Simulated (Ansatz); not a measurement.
A run for Ansatz (an electronic-structure program): R-wB97M-V/def2-TZVPPD on CH3F3O (a complex), monomers drawn apart or pushed together. Files ending in .json are basis or fitting sets from the Basis Set Exchange.

Ansatz 0.2 input:
```yaml
crystal:
  periodic: [false, false, false]
  atoms:
    - {symbol: O, position_ang: [0.20833246, -0.05705035, 0.03326065]}
    - {symbol: H, position_ang: [0.33080413, 0.77345075, -0.43858485]}
    - {symbol: H, position_ang: [0.69397147, -0.71782353, -0.47160150]}
    - {symbol: F, position_ang: [0.62573617, 1.13476242, 4.54161596]}
    - {symbol: C, position_ang: [0.23423441, -0.09558383, 4.16408325]}
    - {symbol: F, position_ang: [-0.88900227, -0.39922222, 4.83601424]}
    - {symbol: F, position_ang: [1.18954179, -0.96710966, 4.53437760]}
    - {symbol: H, position_ang: [0.07401367, -0.13447959, 3.08756329]}
basis:
  gaussian:
    orbitals: def2-TZVPPD.json
hamiltonian:
  xc: {name: wB97M-V}
scf: {lower_state_search: off}
```

The head of its log:

```
WARN ansatz: RAYON_NUM_THREADS=2 ignored (pool sized by the plan → 2); use --threads N
Functional definition: wB97M-V
these checks for a lower state are left out or cut short: stability, starts, cluster_reference, orbital_swaps, neighbouring_geometries, increment
integrals: 0.19 GiB planned
1126 factors; their error is unknown
integrals: 0.23 GiB planned
333 factors; integrals over basis functions are off by at most 2.9e-5 eV
mean field: 1.68 GiB planned
mean field evaluation 1: about -11280.4900 eV, gradient 6.0e1 eV
mean field evaluation 2: about -11279.6847 eV, gradient 6.7e1 eV
```

Q: What total energy does the run end on?

A: -414.7517 hartree.
